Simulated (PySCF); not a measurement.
# A PySCF run on ZrF⁺

State: ³Δ (triplet), unpaired electrons σ ↑, δ ↑.

An equivalent input (the run itself took its basis sets from the Basis Set Exchange, started from a PBE0 density and held the occupation σ 6α 5β, πx 2α 2β, πy 2α 2β, δx 1α 0β):

```python
from pyscf import gto, dft
mol = gto.M(atom='Zr 0 0 0; F 0 0 1.821', basis={'Zr': 'def2-TZVPPD', 'F': 'def2-TZVPPD'}, ecp={'Zr': 'def2-TZVPPD'},
            charge=1, spin=2, verbose=4, symmetry='C2v')
mf = dft.UKS(mol, xc='HYB_MGGA_XC_R2SCAN0')
mf.grids.atom_grid = (80, 434)
mf.grids.prune = dft.gen_grid.treutler_prune
mf.irrep_nelec = {'A1': (7, 5), 'B1': (2, 2), 'B2': (2, 2)}
mf.conv_tol = 1e-9
mf.max_cycle = 60
mf.diis_space = 10
mf.kernel()
```

The log (some set-up lines and the per-cycle HOMO/LUMO lines removed):

```
******** <class 'pyscf.dft.uks_symm.SymAdaptedUKS'> ********
method = SymAdaptedUKS
damping factor = 0
level_shift factor = 0
DIIS = <class 'pyscf.scf.diis.CDIIS'>
diis_start_cycle = 1
diis_space = 10
diis_damp = 0
SCF conv_tol = 1e-09
SCF conv_tol_grad = None
SCF max_cycles = 60
number electrons alpha = 11  beta = 9
Set gradient conv threshold to 3.16228e-05
init E= -146.593166722195
cycle= 1 E= -146.593354842652  delta_E= -0.000188  |g|= 0.0357  |ddm|= 0.0941
cycle= 2 E= -146.591997725993  delta_E= 0.00136  |g|= 0.074  |ddm|= 0.0569
cycle= 3 E= -146.593807619824  delta_E= -0.00181  |g|= 0.00123  |ddm|= 0.0348
cycle= 4 E= -146.593808481682  delta_E= -8.62e-07  |g|= 0.0003  |ddm|= 0.00198
cycle= 5 E= -146.593808595087  delta_E= -1.13e-07  |g|= 0.000109  |ddm|= 0.00102
cycle= 6 E= -146.593808620301  delta_E= -2.52e-08  |g|= 4.08e-05  |ddm|= 0.000659
cycle= 7 E= -146.593808623233  delta_E= -2.93e-09  |g|= 1.63e-05  |ddm|= 0.000257
cycle= 8 E= -146.593808623528  delta_E= -2.94e-10  |g|= 2.07e-06  |ddm|= 8.09e-05
Extra cycle  E= -146.593808623539  delta_E= -1.12e-11  |g|= 1.53e-06  |ddm|= 1.2e-05
converged SCF energy = -146.593808623539  <S^2> = 2.0036813  2S+1 = 3.0024532
```

Repeating this along the bond gives Re = 1.815 Å and ωe = 762 cm⁻¹.

A point of this curve took 1.4 CPU seconds beside 0.37 for the integrals, on AMD EPYC 9R45 96-Core (shared host).

Spin–orbit coupling is left out. With d or f electrons several states lie close, and the lowest PBE0 determinant need not be the measured ground state.
